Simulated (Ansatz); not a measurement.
`[CH3][Al]([F])[SH]` → `[CH2]` (triplet) + `[F][AlH][SH]` at 400 K and 1 bar (formal loss of a carbene).

Computed with Ansatz on PBE0-D4/def2-TZVP structures; ΔE is electronic, products minus reactants. CBS: MP2 limit from def2 TZ/QZ plus the TZ coupled-cluster correction, frozen cores. This one scheme is used for every species. Triplets are unrestricted, without spin–orbit coupling. One conformer a species, not always the lowest.

```
             species  CCSD(T)/CBS energy (Eh)  H − E (kJ/mol)  S (J/(mol·K))
`[CH3][Al]([F])[SH]`               -780.18144           156.3          377.9
   `[CH2]` (triplet)                -39.09499            59.0          205.7
      `[F][AlH][SH]`               -740.90186            71.8          313.9
```

H − E and S are ideal-gas, rigid-rotor, harmonic terms from PBE0-D4/def2-TZVP, for one conformer and one mirror image of each species, with the whole ground term of open shells counted as degenerate. 1 Eh = 2625.50 kJ/mol, R = 8.31446 J/(mol·K).

Problem. By hand: ΔE, ΔH, ΔS and ΔG.

Solution. ΔE = (-39.09499) + (-740.90186) − (-780.18144) = 0.18459 Eh = 484.6 kJ/mol. Δ(H − E) = 59.0 + 71.8 − 156.3 = -25.5, so ΔH = 459.1 kJ/mol. ΔS = 205.7 + 313.9 − 377.9 = 141.7 J/(mol·K). ΔG = 459.1 − 400 × (141.7)/1000 = 402.4 kJ/mol.

Problem. By hand: the equilibrium constant, and the temperature at which ΔG would vanish if ΔH and ΔS stayed fixed.

Solution. log₁₀ K = −ΔG/(RT ln 10) = -52.5. ΔG = 0 at ΔH/ΔS = 3240 K, far beyond where these terms or the molecules hold.

The number of gas molecules changes by +1, which sets the sign of ΔS. A doubt of 5 kJ/mol in ΔE shifts log₁₀ K by 0.7 here. Other conformers and mirror images would add mixing entropy, several J/(mol·K) or more a flexible species. Modes under 60 cm⁻¹, often nearly free rotors, make the harmonic entropy too high. A triplet takes part, so the spin changes. These are equilibria of isolated gas molecules and say nothing of rates. Largest T1 diagnostic: 0.012 (customary marks: 0.02 for closed shells, 0.045 for open ones).
